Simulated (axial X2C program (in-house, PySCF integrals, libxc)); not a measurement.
Excited states of BBr by EOM-EE-CCSD

Calculated with an in-house all-electron X2C program for linear molecules (integrals from PySCF): two-component X2C with atomic mean-field Coulomb and Gaunt terms, Gaussian nuclei, basis Br dyall-acv3z, B dyall-av3z with contracted cores.

R = 1.893 Å (near the PBE0 minimum at charge 0 of the determinant lowest at the starting distance; the state shown can have its own minimum elsewhere).

Hartree–Fock spinors of BBr (one of each Kramers pair; a window near the gap, which can cut inner shells):

| ω | occupied | ε (eV) | character |
| --- | --- | --- | --- |
| 1/2 | yes | -29.59 | 66% Br s, 14% B p, 8% B s |
| 1/2 | yes | -17.06 | 58% Br p, 26% B s, 6% Br s |
| 1/2 | yes | -12.90 | 78% Br p, 10% B p, 8% B d |
| 3/2 | yes | -12.54 | 77% Br p, 10% B p, 8% B d |
| 1/2 | yes | -10.18 | 39% B p, 35% B s, 16% Br p |
| 1/2 | no | 0.78 | 89% B p, 4% Br p, 3% Br d |
| 3/2 | no | 0.79 | 90% B p, 4% Br p, 3% Br d |
| 1/2 | no | 0.87 | 64% B p, 22% B s, 10% Br p |
| 1/2 | no | 1.12 | 66% B s, 30% B p |
| 3/2 | no | 1.54 | 70% B p, 18% Br d, 5% Br p |
| 1/2 | no | 1.54 | 71% B p, 18% Br d, 4% Br p |

Vertical excitation energies from the closed-shell determinant state of BBr:

| Ω | excitation (eV) | cm⁻¹ | hole of the leading pair | particle of the leading pair | weight of the pair (for Ω = 0 its time-reversed partner can hold as much again) | singles weight |
| --- | --- | --- | --- | --- | --- | --- |
| 0⁻ | 2.311 | 18640 | 43% B sσ, 36% B pσ, 10% Br pσ | 76% B pπ, 11% Br dπ | 0.48 | 0.96 |
| 0⁺ | 2.312 | 18649 | 43% B sσ, 36% B pσ, 10% Br pσ | 76% B pπ, 11% Br dπ | 0.48 | 0.96 |
| 1 | 2.336 | 18844 | 43% B sσ, 36% B pσ, 11% Br pσ | 76% B pπ, 11% Br dπ | 0.49 | 0.96 |
| 2 | 2.362 | 19054 | 43% B sσ, 36% B pσ, 10% Br pσ | 75% B pπ, 11% Br dπ | 0.96 | 0.96 |
| 1 | 4.326 | 34893 | 41% B pσ, 30% B sσ, 19% Br pσ | 69% B pπ, 18% Br dπ, 6% Br pπ | 0.48 | 0.94 |
| 1 | 5.826 | 46991 | 77% Br pπ, 10% B pπ, 8% B dπ | 66% B pπ, 21% Br dπ, 6% Br pπ | 0.69 | 0.92 |
| 0⁻ | 5.838 | 47090 | 77% Br pπ, 10% B pπ, 8% B dπ | 65% B pπ, 22% Br dπ, 7% Br pπ | 0.32 | 0.92 |
| 3 | 6.060 | 48881 | 77% Br pπ, 10% B pπ, 8% B dπ | 66% B pπ, 21% Br dπ, 7% Br pπ | 0.92 | 0.92 |
| 2 | 6.115 | 49321 | 77% Br pπ, 10% B pπ, 8% B dπ | 68% B pπ, 20% Br dπ, 6% Br pπ | 0.82 | 0.91 |

This point took 33 s on 1 thread of Intel(R) Xeon(R) Processor @ 2.30GHz, on a shared host.

Reference electrons by ω block (each with its −ω partner): 1/2: 14, 3/2: 5, 5/2: 1. 10 electrons of BBr correlated (inner shells frozen), 88 natural virtual spinors (a truncated set); levels can be off by some tenths of an eV. Roots sought by Ω: (0: 5, 1: 4, 2: 3, 3: 1); rows need 60 % singles weight and stop where some Ω has no more roots. Missing are any skipped roots, higher Ω and states of a further excitation; these come out far too high here and may in truth be low or lowest. T1 of the reference 0.019 (Lee–Taylor). Number of frozen shells: Br 3 s, 2 p, 1 d; B 1 s.
